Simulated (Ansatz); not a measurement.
Born–Oppenheimer molecular dynamics of AlClF3H (6 atoms, charge 0, multiplicity 1). It starts at the highest image of a converged band, a first-order saddle point between two minima.

Level of theory: Ansatz, RKS B3LYP/def2-SVP.

| Quantity | Value |
| --- | --- |
| ensemble | NVE (velocity Verlet) |
| time step | 0.5 fs |
| steps asked | 200 |
| starting velocities drawn for | 100 K |
| seed | 5976 |

First frame:

```xyz
6
Properties=species:S:1:pos:R:3
Al 0.016 -0.249 0.013
F 0.016 0.027 1.777
F 1.440 0.166 -0.711
F -1.441 0.093 -0.685
Cl 0.078 -2.405 0.863
H 0.049 -1.233 1.813
```

(1) How far do the bonds stretch over the last three quarters of this one trajectory? (Pairs bonded in most of those frames.)

## Answers

(1) 
| bond | mean (Å) | spread (Å) | shortest | longest |
| --- | --- | --- | --- | --- |
| Al1–F2 | 2.041 | 0.109 | 1.81 | 2.16 |
| Al1–F3 | 1.658 | 0.012 | 1.63 | 1.68 |
| Al1–F4 | 1.655 | 0.010 | 1.64 | 1.67 |
| Al1–Cl5 | 2.157 | 0.070 | 2.07 | 2.30 |
| F2–H6 | 0.977 | 0.060 | 0.89 | 1.17 |

Pairs bonded in part of these frames only: F2–H6 95 %.

Mean temperature of the second half: 310 K. The conserved energy stayed within 0.26 meV per atom of its start (net change 0.17 meV per atom), so the integration is sound. The kinetic energy rose, since the run started high on the potential surface and went downhill. A run of 0.1 ps of so small a system gives no equilibrium averages. The orbitals stay closed-shell, which can raise the energy where a bond breaks towards radicals; this wasn't checked here.

The run took 11 min on 1 thread of Arm Neoverse V1, with other jobs on the host, peak memory 0.16 GiB.
